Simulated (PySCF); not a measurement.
**Two-component Hartree-Fock for Mo³⁺ (molybdenum, charge +3)**

Start: [Kr] 4d3; 4d5/2 filled at m_j = +1/2, +3/2, +5/2. Calculated with PySCF 2.14 in x2c-TZVPall-2c (8s9p7d1f, 77 functions): generalised Hartree-Fock with the X2C-1e Hamiltonian and a Gaussian nucleus; one run each with spin-orbit coupling (SO) switched off, then screened by Boettger's factors. This is a chosen level, not necessarily the ground level.

| spinor shell | electrons | ε, spin-free (eV) | ε, screened SO (eV) | weight of nominal j (screened SO) | rms radius, screened SO (bohr) |
| --- | --- | --- | --- | --- | --- |
| 1s1/2 | 2 | -20140.7 | -20139.7 | 1.000 | 0.0404 |
| 2s1/2 | 2 | -2948.8 | -2948.6 | 1.000 | 0.166 |
| 2p1/2 | 2 | -2633.2 | -2706.7 | 1.000 | 0.145 |
| 3s1/2 | 2 | -561.98 | -561.95 | 1.000 | 0.456 |
| 3p1/2 | 2 | -455.71 | -468.34 | 1.000 | 0.455 |
| 3p3/2 | 4 | -455.71 | -449.83 | 1.000 | 0.465 |
| 3d3/2 | 4 | -282.78 | -284.78 | 0.979 | 0.451 |
| 3d5/2 | 6 | -282.78 | -281.45 | 0.986 | 0.455 |
| 4s1/2 | 2 | -111.64 | -111.65 | 1.000 | 1.17 |
| 4p3/2 | 4 | -79.766 | -78.475 | 0.875 | 1.31 |
| 4p1/2 | 2 | -79.766 | -82.531 | 0.750 | 1.29 |
| 4d5/2 | 3 | -40.306 | -40.259 | 0.754 | 1.72 |

(1) Where does 2p3/2 lie, and what is the 2p spin-orbit splitting (screened SO)?

| quantity | spin-free | screened SO |
| --- | --- | --- |
| E (hartree) | -4044.20559 | -4044.67599 |
| M_J | 9/2 | 9/2 |
| ⟨J²⟩ | 24.757 | 24.756 |
| ⟨L²⟩ | 12.006 | 12.106 |
| ⟨S²⟩ | 3.751 | 3.726 |

Each row is a mean over spinors that exchange with the open shell spreads, by up to 7.907 eV (4p3/2).

Rows whose weight is well below 1 are mixtures of j = l ± 1/2: exchange outweighs spin-orbit coupling there, and the label is only the starting occupation.

Breit and QED terms are absent; they matter most for the inner s and p1/2 levels.

Densities and radii are taken from the X2C orbitals without a picture-change correction, which distorts them close to the nucleus.

Without spin-orbit coupling the j labels of p, d and f shells carry no meaning; the spin-free column gives the mean over the occupied spinors of each nl shell.

Results:

(1) At -2598.8 eV, 107.92 eV above 2p1/2.
